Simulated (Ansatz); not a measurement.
Abridged output of a molecular run in Ansatz:

```
Functional definition: HF
1613 factors; integrals over basis functions are off by at most 9.5e-4 eV
mean field evaluation 1: about -82722.3137 eV, gradient 2.7e1 eV
mean field evaluation 2: about -82722.5691 eV, gradient 2.7e1 eV
mean field evaluation 4: about -82724.9060 eV, gradient 4.5e0 eV
mean field evaluation 8: about -82724.9606 eV, gradient 2.1e-1 eV
mean field -82724.96086026 eV, -3040.0862386222 hartree, gradient 2.2e-6 eV, S^2 0.000000; 0 other end points of the search recorded, 0 dependent functions left out
17 core orbitals not correlated: weight in the atoms' cores, before any rotation towards them, 1.000 or more for the frozen orbitals, at most 0.000 for the correlated occupied ones
reference -82724.96086026 eV, -3040.0862386222 hartree; 21, 21 occupied and 229, 229 virtual orbitals, 1613 factors
second order -27.05641486 eV of doubles, -0.00000000 eV of singles
cycle   1  -27.46917629 eV  change   -4.1e-1 eV  update   1.1e-1
cycle   2  -28.13553869 eV  change   -6.7e-1 eV  update   3.2e-2
cycle   3  -28.26862350 eV  change   -1.3e-1 eV  update   1.6e-2
cycle   4  -28.25443278 eV  change    1.4e-2 eV  update   3.6e-3
cycle   5  -28.25314633 eV  change    1.3e-3 eV  update   1.6e-3
cycle   6  -28.25401949 eV  change   -8.7e-4 eV  update   4.6e-4
cycle   7  -28.25377814 eV  change    2.4e-4 eV  update   1.8e-4
cycle   8  -28.25368369 eV  change    9.4e-5 eV  update   5.2e-5
cycle   9  -28.25370416 eV  change   -2.0e-5 eV  update   2.4e-5
perturbative correction -1.00950760 eV, -0.0370987201 hartree
Total energy: -82754.22407202 eV, -3041.1616418192 hartree
```

Its atoms:

```xyz
11

F     1.275    0.805    1.049
C     0.371    0.537    0.026
Si    0.749   -1.213   -0.644
C    -1.032    0.656    0.537
Br   -1.490    2.476    1.065
H     0.546    1.276   -0.765
H    -0.136   -1.474   -1.810
H     0.484   -2.214    0.420
H     2.170   -1.266   -1.062
H    -1.748    0.378   -0.236
H    -1.189    0.040    1.421
```

(1) Which basis set was used?
A. cc-pV(Q+d)Z
B. def2-TZVPP
C. def2-QZVPP
D. def2-TZVPPD

(2) Write the keys of the input that set method, charge and spin (a neutral closed shell needs none for the last two).

## Answers

(1) B. It gives 267 functions.

(2) 
```yaml
correlation: {method: ccsd_t}
```
